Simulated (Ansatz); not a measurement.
`N=C[CH2][GeH3]` → `[GeH2]` + `CC=N` at 600 K and 1 bar (germylene formation by 1,1-elimination).

Calculated with Ansatz (gas phase, PBE0-D4/def2-TZVP geometries, no zero-point term in ΔE). CBS: MP2 limit from def2 TZ/QZ plus the TZ coupled-cluster correction, frozen cores. For Ge outer-core shells are correlated without core-valence functions, which leaves a few kJ/mol of doubt a bond. Scalar relativity is left out up to krypton. Each species was taken in one conformer, which may not be the lowest.

```tsv
species	CCSD(T)/CBS energy (Eh)	H − E (kJ/mol)	S (J/(mol·K))
`N=C[CH2][GeH3]`	-2211.10072	273.8	417.3
`[GeH2]`	-2077.24753	50.4	247.2
`CC=N`	-133.79309	216.6	315.6
```

H − E and S are ideal-gas, rigid-rotor, harmonic terms from PBE0-D4/def2-TZVP, for one conformer and one mirror image of each species. 1 Eh = 2625.50 kJ/mol, R = 8.31446 J/(mol·K).

Q: By hand: ΔE, ΔH, ΔS and ΔG.

A: ΔE = (-2077.24753) + (-133.79309) − (-2211.10072) = 0.06010 Eh = 157.8 kJ/mol. Δ(H − E) = 50.4 + 216.6 − 273.8 = -6.8, so ΔH = 151.0 kJ/mol. ΔS = 247.2 + 315.6 − 417.3 = 145.5 J/(mol·K). ΔG = 151.0 − 600 × (145.5)/1000 = 63.7 kJ/mol.

Q: By hand: the equilibrium constant, and the temperature at which ΔG would vanish if ΔH and ΔS stayed fixed.

A: log₁₀ K = −ΔG/(RT ln 10) = -5.5. ΔG = 0 at ΔH/ΔS = 1038 K.

The number of gas molecules changes by +1, which sets the sign of ΔS. A doubt of 5 kJ/mol in ΔE shifts log₁₀ K by 0.4 here. Other conformers and mirror images would add mixing entropy, several J/(mol·K) or more a flexible species. These are equilibria of isolated gas molecules and say nothing of rates. Largest T1 diagnostic: 0.012 (customary marks: 0.02 for closed shells, 0.045 for open ones).
